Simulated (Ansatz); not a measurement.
CH6BFOSi (`B[SiH](F)OC`). Total charge 0; spin multiplicity 1. All single points use the PBE0-D4/def2-TZVP geometry. It is one conformer, not always the lowest.

```xyz
11

B     0.850   -1.870   -1.152
Si    0.015   -0.066   -0.851
F    -1.370    0.023   -1.658
O    -0.230    0.009    0.759
C    -0.504    1.177    1.503
H     1.991   -2.005   -1.483
H     0.204   -2.860   -0.973
H     0.772    1.144   -1.277
H    -0.111    1.046    2.512
H    -1.583    1.343    1.564
H    -0.035    2.060    1.055
```

What is the dipole moment at r2SCAN/def2-TZVPP? (Estimate.)

Computed: 1.45 D, with components (0.87, 0.66, 0.95) D in this frame, pointing from negative to positive charge.

And with PBE, B3LYP, ωB97M-V? (Best estimate.)

The calculation gave: PBE 1.43 D, B3LYP 1.49 D, ωB97M-V 1.47 D.

Give the Mulliken charges with r2SCAN, B3LYP, ωB97M-V in def2-TZVPP. (Best estimate.)

The calculation gave: 
| atom | r2SCAN | B3LYP | ωB97M-V |
| --- | --- | --- | --- |
| B1 | -0.06 | -0.08 | -0.18 |
| Si2 | 0.64 | 0.60 | 0.56 |
| F3 | -0.33 | -0.33 | -0.31 |
| O4 | -0.37 | -0.37 | -0.36 |
| C5 | 0.01 | -0.12 | -0.17 |
| H6 | 0.02 | 0.06 | 0.09 |
| H7 | 0.02 | 0.06 | 0.09 |
| H8 | -0.12 | -0.13 | -0.07 |
| H9 | 0.06 | 0.11 | 0.12 |
| H10 | 0.07 | 0.11 | 0.12 |
| H11 | 0.06 | 0.09 | 0.11 |

B3LYP here is the variant with VWN-RPA as its local correlation; programs differ in this.
